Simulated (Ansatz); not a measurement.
System: TlCl (charge +1, doublet). SMILES of the parent species: [Tl][Cl]
Structure (B3LYP-D3(BJ)/def2-TZVP (Ansatz, an electronic-structure program) minimum search):
```
Tl
Cl 1 2.6465
```
Charge +1, spin multiplicity 2.

Parts of the frozen-core correlation energy in def2-SVP (Ansatz, hartree). Frozen orbitals: 14; correlated occupied orbitals by spin: 5 and 4; virtual: 25 and 26. UHF or UKS for open shells. Spin-orbit coupling is left out. In def2 rows, elements after Kr have scalar-relativistic effective core potentials.

```csv
term,value
reference (HF),-630.63515
MP2 opposite-spin,(withheld)
MP2 same-spin,(withheld)
CCSD correlation,-0.16037
(T),(withheld)
CCSDT minus CCSD(T),-0.00054
CCSDT(Q) minus CCSD(T),-0.00076
T1 diagnostic,0.020
largest doubles amplitude,0.077
<S^2> of the reference,0.785
```

Task: Fill in the missing entries.

Result: 
- MP2 opposite-spin, value: -0.10389
- MP2 same-spin, value: -0.03171
- (T), value: -0.00249
